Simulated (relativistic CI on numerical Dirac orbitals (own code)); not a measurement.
Spin-allowed bands of a d3 ion in an octahedral site, by hand

Problem. A d3 ion in an octahedral site has a 4A2 ground term and spin-allowed bands at ν1 = 8500 and ν2 = 13968 cm⁻¹ (from a computed ligand-field model). Find Δ and the Racah parameter B, and predict the third band.

Working.
1. The F term splits into A2 (−1.2Δ), T2 (−0.2Δ) and T1 (+0.6Δ), so ν1 = E(T2) − E(A2) = Δ = 8500 cm⁻¹.
2. T1(F) mixes with T1(P), which lies at 15B, through an element 0.4Δ. The two roots, counted from A2, are ν2,3 = ½(15B + 3Δ) ∓ ½√[(15B − Δ)² + 12BΔ].
3. Solving the lower root for B gives B = (2ν1² + ν2² − 3ν1ν2)/(15ν2 − 27ν1) = -16578976/-19980 = 830 cm⁻¹.
4. The sum of the roots is 15B + 3Δ, so ν3 = 15B + 3ν1 − ν2 = 23979 cm⁻¹ (417 nm).

Check. The bands were computed by exact diagonalisation of the d3 shell with B = 830 and Δ = 8500 cm⁻¹, which gives ν3 = 23982 cm⁻¹. C does not enter the terms of highest spin.
